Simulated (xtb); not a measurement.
A run for xtb: GFN1-xTB on RuI, 2S+1 = 4, a spin state set in the input, which need not be the lowest, a point of a bond scan (R = 2.640 Å).

```
$ xtb mol.xyz --gfn 1 --sp --chrg 0 --uhf 3
2

Ru     0.00000000     0.00000000     0.00000000
I      0.00000000     0.00000000     2.63969900
```

The log:

```
[...]
           -------------------------------------------------
          |                Calculation Setup                |
           -------------------------------------------------



           -------------------------------------------------
          |                 G F N 1 - x T B                 |
           -------------------------------------------------

        Reference                      10.1021/acs.jctc.7b00118
      * Hamiltonian:
        H0-scaling (s, p, d)           1.850000    2.250000    2.000000
        zeta-weighting                 0.000000
      * Dispersion:
        s8                             2.400000
        a1                             0.630000
        a2                             5.000000
        s9                             0.000000
      * Repulsion:
        kExp                           1.500000
        rExp                           1.000000
      * Coulomb:
        alpha                          2.000000
        third order                    atomic
        anisotropic                    false
      * Halogen bond correction:
        rad-scale                      1.300000
        damping                        0.440000


          ...................................................
          :                      SETUP                      :
          :.................................................:
          :  # basis functions                  20          :
          :  # atomic orbitals                  18          :
          :  # shells                            6          :
          :  # electrons                        15          :
          :  # halogen bonds                     0          :
          :  max. iterations                   250          :
          :  Hamiltonian                  GFN1-xTB          :
          :  restarted?                      false          :
          :  GBSA solvation                  false          :
          :  PC potential                    false          :
          :  electronic temp.          300.0000000     K    :
          :  accuracy                    1.0000000          :
          :  -> integral cutoff          0.2500000E+02      :
          :  -> integral neglect         0.1000000E-07      :
          :  -> SCF convergence          0.1000000E-05 Eh   :
          :  -> wf. convergence          0.2000000E-04 e    :
          :  Broyden damping             0.4000000          :
          :  net charge                          0          :
          :  unpaired electrons                  3          :
          ...................................................

 iter      E             dE          RMSdq      gap      omega  full diag
   1     -3.4923284 -0.349233E+01  0.479E+01    1.35       0.0  T
   2     17.9592442  0.214516E+02  0.741E+01    5.77       1.0  T
   3     -7.2110661 -0.251703E+02  0.155E+01    4.70       1.0  T
   4     -6.6636144  0.547452E+00  0.196E+01    4.57       1.0  T
   5     -7.1973356 -0.533721E+00  0.101E+01    4.72       1.0  T
   6     -7.2103738 -0.130382E-01  0.889E+00    4.55       1.0  T
   7     -7.1939950  0.163788E-01  0.802E+00    4.49       1.0  T
   8     -7.1887425  0.525251E-02  0.486E+00    4.43       1.0  T
   9     -7.2057004 -0.169578E-01  0.351E+00    4.49       1.0  T
  10     -7.2123388 -0.663843E-02  0.306E+00    4.52       1.0  T
  11     -7.2261921 -0.138533E-01  0.168E+00    4.57       1.0  T
  12     -7.2314554 -0.526331E-02  0.199E-01    4.60       1.0  T
  13     -7.2314806 -0.252228E-04  0.698E-02    4.61       1.0  T
  14     -7.2314811 -0.446760E-06  0.108E-02    4.61       6.5  T
  15     -7.2314810  0.749364E-07  0.818E-03    4.61       8.6  T
  16     -7.2314811 -0.760922E-07  0.202E-03    4.61      34.9  T
  17     -7.2314811 -0.455118E-08  0.126E-04    4.61     559.4  T
  18     -7.2314811 -0.220277E-10  0.483E-06    4.61   14637.1  T

   *** convergence criteria satisfied after 18 iterations ***

         #    Occupation            Energy/Eh            Energy/eV
      -------------------------------------------------------------
         1        2.0000           -0.8608436             -23.4247
       ...           ...                  ...                  ...
         3        2.0000           -0.4180726             -11.3763
         4        2.0000           -0.4180726             -11.3763
         5        1.9680           -0.3817685             -10.3885
         6        1.9680           -0.3817685             -10.3885
         7        1.0319           -0.3752887             -10.2121
         8        1.0319           -0.3752887             -10.2121
         9        1.0001           -0.3698617             -10.0644 (HOMO)
        10                         -0.2006046              -5.4587 (LUMO)
        11                         -0.1694829              -4.6119
        12                         -0.1694829              -4.6119
        13                         -0.0546763              -1.4878
        14                         -0.0546763              -1.4878
       ...                                ...                  ...
        18                          0.3890834              10.5875
      -------------------------------------------------------------
                  HL-Gap            0.1692570 Eh            4.6057 eV
             Fermi-level           -0.3318813 Eh           -9.0309 eV

 SCC (total)                   0 d,  0 h,  0 min,  0.003 sec
 SCC setup                      ...        0 min,  0.000 sec (  2.451%)
 Dispersion                     ...        0 min,  0.000 sec (  1.329%)
 classical contributions        ...        0 min,  0.000 sec (  0.575%)
 integral evaluation            ...        0 min,  0.001 sec ( 20.490%)
 iterations                     ...        0 min,  0.001 sec ( 47.624%)
 molecular gradient             ...        0 min,  0.001 sec ( 17.626%)
 printout                       ...        0 min,  0.000 sec (  9.443%)

         :::::::::::::::::::::::::::::::::::::::::::::::::::::
         ::                     SUMMARY                     ::
         :::::::::::::::::::::::::::::::::::::::::::::::::::::
         :: total energy              -7.225630833820 Eh    ::
         :: gradient norm              0.041147775540 Eh/a0 ::
         :: HOMO-LUMO gap              4.605717767368 eV    ::
         ::.................................................::
         :: SCC energy                -7.231481097138 Eh    ::
         :: -> electrostatic           0.001769219525 Eh    ::
         :: repulsion energy           0.006415281675 Eh    ::
         :: dispersion energy         -0.000565018356 Eh    ::
         :: halogen bond corr.         0.000000000000 Eh    ::
         :: add. restraining           0.000000000000 Eh    ::
         :: total charge              -0.000000000031 e     ::
         :::::::::::::::::::::::::::::::::::::::::::::::::::::

           -------------------------------------------------
          |                Property Printout                |
           -------------------------------------------------

    * Orbital Energies and Occupations

         #    Occupation            Energy/Eh            Energy/eV
      -------------------------------------------------------------
         1        2.0000           -0.8608436             -23.4247
         2        2.0000           -0.4424720             -12.0403
         3        2.0000           -0.4180726             -11.3763
         4        2.0000           -0.4180726             -11.3763
         5        1.9680           -0.3817685             -10.3885
         6        1.9680           -0.3817685             -10.3885
         7        1.0319           -0.3752887             -10.2121
         8        1.0319           -0.3752887             -10.2121
Note: The following floating-point exceptions are signalling: IEEE_UNDERFLOW_FLAG IEEE_DENORMAL
normal termination of xtb
         9        1.0001           -0.3698617             -10.0644 (HOMO)
        10                         -0.2006046              -5.4587 (LUMO)
        11                         -0.1694829              -4.6119
        12                         -0.1694829              -4.6119
        13                         -0.0546763              -1.4878
        14                         -0.0546763              -1.4878
        15                         -0.0493640              -1.3433
        16                          0.0202793               0.5518
        17                          0.0202793               0.5518
        18                          0.3890834              10.5875
      -------------------------------------------------------------
                  HL-Gap            0.1692570 Eh            4.6057 eV
             Fermi-level           -0.3318813 Eh           -9.0309 eV

  Mulliken/CM5 charges         n(s)   n(p)   n(d)
     1Ru    0.05196  0.07879   0.228  0.372  7.348
     2I    -0.05196 -0.07879   1.991  5.064 -0.003

Wiberg/Mayer (AO) data.
largest (>0.10) Wiberg bond orders for each atom

 ---------------------------------------------------------------------------
     #   Z sym  total        # sym  WBO       # sym  WBO       # sym  WBO
 ---------------------------------------------------------------------------
     1  44 Ru   1.546 --     2 I    1.546
     2  53 I    1.546 --     1 Ru   1.546
 ---------------------------------------------------------------------------

Topologies differ in total number of bonds
Writing topology from bond orders to xtbtopo.mol

 dipole moment from electron density (au)
     X       Y       Z
  -0.0000   0.0000  -1.2823  total (Debye):    3.259


           -------------------------------------------------
          | TOTAL ENERGY               -7.225630833820 Eh   |
          | GRADIENT NORM               0.041147775540 Eh/α |
          | HOMO-LUMO GAP               4.605717767368 eV   |
           -------------------------------------------------

------------------------------------------------------------------------
------------------------------------------------------------------------
 total:
 SCF:
```

The run finished.

Cost: about 0.03 core-seconds (a rough figure).
